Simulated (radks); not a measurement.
Removal energies from the rubidium ion Rb8+, [Ar] 3d10 4s1, by Delta-SCF beside the eigenvalue of the level emptied. All-electron calculation, Dirac Kohn-Sham, BLYP, spin-unpolarised, spherical densities, finite nucleus; Fermi nuclear charge, rms radius of each element as measured or else 0.836 A^(1/3) + 0.57 fm. Program: a radial shooting solver on a logarithmic mesh with Libxc functionals. Sub-shells are occupied by j as written (lower j first in brackets).

| removed from | final configuration | Delta-SCF (eV) | -eigenvalue (eV) |
|---|---|---|---|
| 4s1/2 | [Ar] 3d10 | 152.14 | 143.16 |
| 3d5/2 | [Ar] 3d(3/2: 4, 5/2: 5) 4s1 | 253.36 | 234.17 |
| 3d3/2 | [Ar] 3d(3/2: 3, 5/2: 6) 4s1 | 255.04 | 235.77 |
| 3p3/2 | [Ne] 3s2 3p(1/2: 2, 3/2: 3) 3d10 4s1 | 371.99 | 352.93 |
